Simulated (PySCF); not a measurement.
Cd(SH)(SMe) (CH4CdS2), SMILES C[S][Cd][SH].

Geometry optimised at PBE-D3(BJ)/def2-SVP. The structure was generated by enumeration; whether it is a known compound was not checked. The def2 effective core potentials stand for the cores of Cd; spin–orbit coupling is left out. The values are those of a single conformer.

All values below come from TDA-M06-2X/def2-SVPD in PySCF 2.14.0.

Vertical excitations. 

| state | energy (eV) | λ (nm) | f | main pairs |
|---|---|---|---|---|
| S1 | 4.20 | 295 | 0.014 | HOMO→LUMO 95 % |
| S2 | 4.67 | 265 | 0.027 | HOMO−1→LUMO 94 % |
| S3 | 4.82 | 257 | 0.002 | HOMO→LUMO+1 94 % |
| S4 | 5.16 | 240 | 0.018 | HOMO→LUMO+2 63 %, HOMO−2→LUMO 31 % |
| S5 | 5.54 | 224 | 0.000 | HOMO−1→LUMO+2 91 % |
| S6 | 5.64 | 220 | 0.033 | HOMO−1→LUMO+1 62 %, HOMO→LUMO+2 9 % |
| S7 | 5.82 | 213 | 0.003 | HOMO−2→LUMO+1 88 % |
| S8 | 6.00 | 207 | 0.003 | HOMO−2→LUMO+2 94 % |
| S9 | 6.24 | 199 | 0.190 | HOMO−1→LUMO+3 42 %, HOMO−1→LUMO+4 12 %, HOMO−2→LUMO 11 %, HOMO−1→LUMO+6 10 % |
| S10 | 6.26 | 198 | 0.678 | HOMO−2→LUMO 37 %, HOMO→LUMO+2 15 %, HOMO−1→LUMO+3 10 %, HOMO−1→LUMO+1 9 % |
| T1 | 3.92 | 316 | 0 | HOMO→LUMO 94 % |
| T2 | 4.37 | 284 | 0 | HOMO−1→LUMO 93 % |
| T3 | 4.55 | 272 | 0 | HOMO−2→LUMO 87 % |
| T4 | 4.60 | 269 | 0 | HOMO→LUMO+1 87 % |
Triplets are in the Tamm–Dancoff approximation.
